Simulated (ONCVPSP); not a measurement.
# Potentials for V compared

Generated with ld1.x 7.5 (TM, RRKJ, ultrasoft, PAW), atompaw 4.2 or ONCVPSP 4.0.1. The cutoff is in Ry: for ld1.x and atompaw files where the sum of valence levels is converged to 10 mRy in a Bessel basis, for ONCV files where the hardest occupied wave has 1 mHa per electron of residual kinetic energy. The error is the largest all-electron minus pseudo excitation energy over each file’s own four to seven test configurations (ionisations up to +4, promotions, holes and added fractions of an electron), all of which were solved. The labels leave out finer settings (local radius, basis sizes, second energies), which also bear on the numbers. Spin-polarised tests are not counted. The rows are a selection from randomly drawn settings: files with unsolved tests, undetermined cutoffs or missed reference levels are left out.

A true bound ghost makes a file unfit for plane-wave use even where its test errors are small: the radial tests pick states by their node count and pass the ghost by.

```tsv
potential	cutoff (Ry)	largest error (meV)	bound ghosts
ONCV, PBE, fully relativistic, rc 1.85/1.50/1.20 (spd), local smoothed, core correction yes, reference 3s2 3p6 3d3 4s1.5, qcut 8.6/9.2/14, projectors 2/2/2	126	-0.4	none
ONCV, PBE, scalar-relativistic, rc 1.50/1.35/1.65 (spd), local smoothed, core correction yes, reference 3s2 3p6 3d3 4s2, qcut 7.5/11.9/11.5, projectors 2/2/2	81	+29	none
ONCV, Wu-Cohen, scalar-relativistic, rc 1.46/1.35/2.20/1.75 (spdf), local smoothed, core correction yes, reference 3s2 3p6 3d2, qcut 8.6/12/7.9/6.7, projectors 2/3/2/2	49	-373	none
ONCV, PBEsol, scalar-relativistic, rc 1.70/1.30/1.40 (spd), local smoothed, core correction yes, reference 3s2 3p6 3d3 4s1.75, qcut 5.4/12.4/9.8, projectors 3/2/2	77	+14	none
ONCV, PBE, scalar-relativistic, rc 1.80/1.70/1.60/1.85 (spdf), local d, core correction yes, reference 3s2 3p6 3d3 4s1.75 4p0.25, qcut 8.7/7.1/10/6.1, projectors 2/2/0/3	78	+13	s
ONCV, PBE, scalar-relativistic, rc 1.25/1.90/2.30 (spd), local smoothed, core correction yes, reference 3s2 3p6 3d3 4s1.5 4p0.5, qcut 11.2/7.4/6.6, projectors 2/2/3	78	-9.3	p
ONCV, LDA (Perdew-Wang 92), scalar-relativistic, rc 2.75/1.60/1.60/2.65 (spdf), local d, core correction yes, reference 3p6 3d3 4s1 4p1, qcut 2.3/10.3/8.2/3.9, projectors 2/2/0/3	64	-18	s
ONCV, Wu-Cohen, scalar-relativistic, rc 1.40/1.55/1.55/1.20 (spdf), local smoothed, core correction no, reference 3s2 3p6 3d3 4s2, qcut 7/10.1/8.7/8.7, projectors 3/3/2/2	63	+32	none
```

**Question.** Fill in the row for V: ONCV, PBE, scalar-relativistic, rc 1.85/1.10/1.85 (spd), local smoothed, core correction yes, reference 3s2 3p6 3d3 4s2, qcut 7.4/9/7, projectors 3/2/2.

**Answer.** cutoff 45 Ry, largest error +83 meV, bound ghosts: none.
